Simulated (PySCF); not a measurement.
# Atomic charges against the basis set

Species: C5H6O2.
Numbering: `[OH:1][CH2:2][c:3]1[cH:4][cH:5][o:6][cH:7]1` (hydrogens: H8 on O1; H9, H10 on C2; H11 on C4; H12 on C5; H13 on C7)

PBE0 throughout (PySCF), one geometry, spherical d and f functions. The structure is a single PBE0-D3(BJ)/def2-SVP conformer in the gas phase; no vibrational or solvent corrections. The first 7 of 12 kinds of atom are listed.

Mulliken charges (e):

```csv
basis,functions,O1,C2,C3,C4,C5,O6,C7
STO-3G,41,-0.282,-0.057,-0.051,-0.132,-0.003,-0.130,-0.002
pcSseg-0,75,-0.665,-0.044,-0.335,-0.249,+0.110,-0.621,+0.193
6-31G,75,-0.600,-0.131,-0.078,-0.197,+0.058,-0.478,+0.089
6-31G*,110,-0.636,-0.129,+0.008,-0.255,+0.054,-0.396,+0.036
cc-pVDZ,128,-0.271,+0.185,-0.168,-0.080,+0.116,-0.166,+0.118
def2-SVP,128,-0.330,+0.293,-0.203,-0.084,+0.123,-0.227,+0.104
pcSseg-1,149,-0.442,+0.203,-0.358,-0.171,+0.171,-0.359,+0.209
aug-cc-pVDZ,215,-0.502,+0.891,+0.473,+0.833,+0.203,-0.522,+0.454
"6-311+G(2d,p)",225,-0.364,-0.492,+0.562,-0.220,+0.060,-0.264,-0.192
def2-TZVP,253,-0.434,-0.026,-0.014,-0.245,+0.009,-0.180,-0.049
cc-pVTZ,294,-0.325,+0.017,-0.001,-0.231,-0.009,-0.125,-0.062
IGLO-III,305,-0.410,-0.155,+0.107,-0.179,+0.053,-0.241,+0.009
```

IAO charges (e):

```
        basis  functions      O1      C2      C3      C4      C5      O6      C7
       STO-3G         41  -0.331  -0.139  -0.093  -0.203  -0.046  -0.088  -0.041
     pcSseg-0         75  -0.504  -0.077  -0.099  -0.232  -0.003  -0.209   0.000
        6-31G         75  -0.524  -0.086  -0.081  -0.233  -0.014  -0.211  -0.015
       6-31G*        110  -0.532  -0.051  -0.082  -0.230  +0.010  -0.225  +0.009
      cc-pVDZ        128  -0.532  -0.051  -0.080  -0.234  +0.007  -0.220  +0.003
     def2-SVP        128  -0.530  -0.047  -0.081  -0.229  +0.011  -0.219  +0.008
     pcSseg-1        149  -0.542  -0.050  -0.085  -0.234  +0.007  -0.226  +0.005
  aug-cc-pVDZ        215  -0.562  -0.054  -0.080  -0.238  +0.005  -0.228  +0.003
6-311+G(2d,p)        225  -0.563  -0.055  -0.081  -0.238  +0.006  -0.230  +0.004
    def2-TZVP        253  -0.559  -0.052  -0.081  -0.238  +0.008  -0.230  +0.006
      cc-pVTZ        294  -0.556  -0.053  -0.080  -0.238  +0.007  -0.228  +0.004
     IGLO-III        305  -0.564  -0.055  -0.081  -0.239  +0.007  -0.231  +0.004
```

Hirshfeld charges (e):

```tsv
basis	functions	O1	C2	C3	C4	C5	O6	C7
STO-3G	41	-0.185	+0.064	-0.056	-0.082	+0.003	-0.017	+0.001
pcSseg-0	75	-0.243	+0.014	-0.046	-0.098	+0.003	-0.054	+0.003
6-31G	75	-0.248	+0.018	-0.045	-0.097	+0.003	-0.075	+0.003
6-31G*	110	-0.240	+0.013	-0.043	-0.095	+0.003	-0.067	+0.004
cc-pVDZ	128	-0.224	+0.002	-0.045	-0.097	0.000	-0.046	+0.001
def2-SVP	128	-0.231	+0.002	-0.043	-0.097	+0.003	-0.052	+0.004
pcSseg-1	149	-0.237	+0.001	-0.044	-0.095	+0.005	-0.064	+0.007
aug-cc-pVDZ	215	-0.231	-0.008	-0.048	-0.096	+0.004	-0.071	+0.008
6-311+G(2d,p)	225	-0.233	-0.004	-0.051	-0.095	+0.005	-0.074	+0.009
def2-TZVP	253	-0.233	-0.006	-0.047	-0.096	+0.004	-0.068	+0.007
cc-pVTZ	294	-0.230	-0.005	-0.044	-0.096	+0.003	-0.063	+0.006
IGLO-III	305	-0.231	-0.008	-0.047	-0.096	+0.004	-0.070	+0.007
```

Which scheme is steadiest as the basis changes?

Largest range over the bases for any column: Hirshfeld 0.07 e, IAO 0.23 e, Mulliken 1.38 e. Hirshfeld charges move least and Mulliken charges most, counted in e. Without the minimal STO-3G basis the ranges are Hirshfeld 0.03, IAO 0.06, Mulliken 1.38 e.

How much do the charges still move between the two largest bases, cc-pVTZ and IGLO-III?

At most, over all atoms: Mulliken 0.172 e, IAO 0.008 e, Hirshfeld 0.008 e.

What do the same runs give for the total energy, the frontier levels and the dipole moment?

```csv
basis,energy (Eh),HOMO (eV),LUMO (eV),μ (D)
STO-3G,-339.7585,-4.20,3.29,1.28
pcSseg-0,-343.3479,-7.08,0.06,1.99
6-31G,-344.0427,-6.78,0.30,2.00
6-31G*,-344.1498,-6.49,0.51,1.64
cc-pVDZ,-344.1852,-6.59,0.35,1.47
def2-SVP,-343.9110,-6.73,0.23,1.57
pcSseg-1,-344.1249,-6.82,0.09,1.62
aug-cc-pVDZ,-344.2122,-6.77,-0.19,1.56
"6-311+G(2d,p)",-344.2654,-6.78,-0.11,1.62
def2-TZVP,-344.2956,-6.75,0.04,1.57
cc-pVTZ,-344.2844,-6.71,0.12,1.52
IGLO-III,-344.3022,-6.77,-0.06,1.56
```

The dipole is fixed by the density alone, so its range of 0.72 D shows that the density itself changes with the basis, not only its division among atoms.
